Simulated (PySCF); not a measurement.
Cartesian coordinates in Å; atom numbers follow the order of the lines, from 1:
```xyz
10

Si    0.7020    0.0191    0.4416
H     0.7520    0.0254    1.9329
H     2.0906   -0.0816   -0.0958
C    -0.1631    1.5405   -0.2064
H     0.3676    2.4497    0.1179
H    -1.1954    1.5906    0.1719
H    -0.1973    1.5340   -1.3064
N    -0.1600   -1.3958   -0.0513
C    -0.7474   -2.3931   -0.3519
O    -1.3244   -3.3656   -0.6481
```

Geometry: PBE0-D3(BJ)/def2-SVP; GIAO absolute shieldings from PySCF 2.14.0 with density-fitted response routines, gas phase, non-relativistic, averaged over equivalent atoms.

At wB97X-D/pcSseg-1 (117 basis functions, 8 s wall time on 1 thread of an Arm Neoverse V2, shared host):
| atoms | σ (ppm) |
| --- | --- |
| Si1 | 394.5 |
| H2/H3 | 26.64 |
| H5/H6/H7 | 31.00 |
| C9 | 55.8 |
| C4 | 186.5 |
| N8 | 229.6 |
| O10 | 198.6 |

Problem. Predict the values at PBE0/pcSseg-1 on the same geometry.

Solution. 
| atoms | σ at PBE0/pcSseg-1 | change |
| --- | --- | --- |
| Si1 | 394.7 | +0.2 |
| H2/H3 | 26.41 | -0.23 |
| H5/H6/H7 | 30.87 | -0.13 |
| C9 | 57.3 | +1.5 |
| C4 | 186.5 | +0.0 |
| N8 | 227.9 | -1.7 |
| O10 | 194.0 | -4.6 |

The largest change is at O10 (oxygen bonded to C). Cost: 117 basis functions, 11 s wall time on 1 thread of an Arm Neoverse V2, shared host.
